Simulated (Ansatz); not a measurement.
Cartesian coordinates (Å):
```xyz
22

C     -3.8267    -0.2072    -0.0947
O     -2.8416     0.6153     0.4668
C     -1.5311     0.3652     0.2750
C     -1.1194    -0.7307    -0.4956
C      0.1803    -1.1399    -0.7984
C      1.4031    -0.5940    -0.4331
C      2.6738    -1.0880    -0.7947
C      3.6441    -0.2574    -0.2274
C      3.0186     0.7731     0.5004
C      1.6319     0.6056     0.4016
C      0.6539     1.4185     0.9820
C     -0.7246     1.3200     0.9312
H     -3.7576    -1.2446     0.2756
H     -3.7769    -0.2162    -1.1972
H     -4.7916     0.2152     0.2129
H     -1.9087    -1.3520    -0.9192
H      0.2442    -2.0364    -1.4252
H      2.8523    -1.9686    -1.4120
H      4.7226    -0.3865    -0.3316
H      3.5181     1.5706     1.0508
H      1.0386     2.2618     1.5659
H     -1.3033     2.0763     1.4669
```
Charge 0, spin multiplicity 1.

These are frozen-core CCSD(T)/cc-pVDZ // PBE0-D4/def2-SVP (Ansatz, a quantum-chemistry and plane-wave program) values and carry that method's errors. The restricted HF reference is unstable towards unrestricted orbitals.

| Item | Value |
|---|---|
| HF energy | -497.20347 Ha |
| MP2 correlation energy | -1.63341 Ha |

**Question.** Estimate the CCSD correlation energy, the (T) correction, the total energy and the T1 diagnostic.

**Answer.** 
```json
{
 "CCSD correlation energy": "-1.69011 Ha",
 "(T) correction": "-0.07809 Ha",
 "CCSD(T) total energy": "-498.97167 Ha",
 "T1 diagnostic": "0.014"
}
```
